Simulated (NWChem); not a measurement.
**Correlation energy of CH3Li**

SMILES: [Li][CH3]
```xyz
5

Li     0.9287    -1.2907     0.0000
C     -0.2231     0.3101     0.0000
H     -0.8949     0.3739     0.8799
H     -0.8949     0.3739    -0.8799
H      0.3422     1.2640     0.0000
```
Charge 0, spin multiplicity 1.

Program: NWChem. The geometry was optimised at PBE0/def2-SVP, a minimum by its harmonic frequencies.

Basis set: cc-pVDZ. Each correlation energy counts from its own Hartree-Fock reference.

The correlated methods keep 1 core orbital frozen. The structure started from a generated list of species. Coupled-cluster values serve here as a point of comparison, not as the truth.

Order these methods by the correlation energy they give, lowest first: MP2, SCS-MP2, CR-CCSD[T], CCSD.

CR-CCSD[T] (-193.1 mHa), CCSD (-188.9 mHa), SCS-MP2 (-172.2 mHa), MP2 (-169.1 mHa)
